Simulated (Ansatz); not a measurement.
`C[AsH]` radical at its PBE0-D4/def2-TZVP geometry, where that method's forces vanish. Total charge 0; spin multiplicity 2.

```xyz
6

C    -0.5002   -0.1709   -0.1515
As    0.7130    1.0221    0.8353
H    -0.3127   -0.1001   -1.2242
H    -1.5302    0.1206    0.0521
H    -0.3518   -1.2060    0.1604
H     1.9818    0.3343    0.3279
```

**Question.** What forces (eV/Å) does r2SCAN-D4/def2-TZVPP give on these atoms in Ansatz? (An estimate is asked.)

**Answer.** Ansatz gave: 
```
C1  -0.071 -0.057 -0.047
As2  0.072  0.046  0.039
H3  -0.004 -0.010  0.026
H4   0.032 -0.009 -0.007
H5  -0.003  0.023 -0.016
H6  -0.026  0.008  0.005
```
